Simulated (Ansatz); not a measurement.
A structure relaxed at PBE0-D4/def2-TZVP, charge 0, multiplicity 1:

```xyz
15

C     1.185    0.975   -0.561
C     0.248   -0.211   -0.485
C    -0.705   -0.285   -1.654
O    -0.548   -0.105    0.707
B    -0.152   -0.628    1.878
F     0.999   -1.296    1.992
S    -1.157   -0.466    3.380
H     1.860    0.995    0.296
H     0.615    1.907   -0.578
H     1.789    0.923   -1.470
H     0.834   -1.134   -0.429
H    -1.375   -1.141   -1.554
H    -0.150   -0.389   -2.589
H    -1.311    0.622   -1.709
H    -2.131    0.233    2.777
```

**Question.** Give its formula and SMILES.

**Answer.** C3H8BFOS, `CC(C)OB(F)S`.

**Question.** Point group (tolerance 0.08 Å, 0.16 Å for H)?

**Answer.** C1.

**Question.** Summarise the bond lengths by kind.

**Answer.** 2 × C–C 1.511 to 1.513 Å; 7 × C–H 1.091 to 1.095 Å; 1 × C–O 1.437 Å; 1 × B–O 1.342 Å; 1 × B–F 1.336 Å; 1 × B–S 1.814 Å; 1 × H–S 1.342 Å.

Program: Ansatz 0.2.0.
